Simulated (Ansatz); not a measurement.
**C2H7AlClN: which of these isomers lies lowest?**

2 of its isomers, all singlets with charge 0: A = `C[NH][Al]([CH3])[Cl]`; B = `C[N](C)[AlH][Cl]`.

Shapes, held fixed at every level: PBE0-D4/def2-TZVP. Flexible molecules stand in one conformer, not always the lowest. Programs: Ansatz 0.2.0.

Electronic energies in kJ/mol, without zero-point or thermal terms.

```tsv
level	kind	B − A
HF/def2-SVP	Hartree–Fock	+61.7
HF/def2-TZVPP	Hartree–Fock	+71.1
SPW92/def2-TZVPP	LDA	+64.6
r2SCAN-D4/def2-TZVPP	meta-GGA	+76.4
B3LYP-D4/def2-TZVPP	global hybrid	+71.7
CCSD(T)/def2-TZVPP	coupled cluster or CI	+71.3
CCSD(T)/CBS estimate	coupled cluster or CI	+74.4
```

The highest level, CCSD(T)/CBS estimate, puts A lowest of these. All levels agree on that. The B − A difference spans +61.7 to +76.4 kJ/mol over the levels. The CBS estimate extrapolates MP2 from def2-TZVPP and def2-QZVPP and adds CCSD(T) − MP2 in the triple-zeta set, cores frozen.
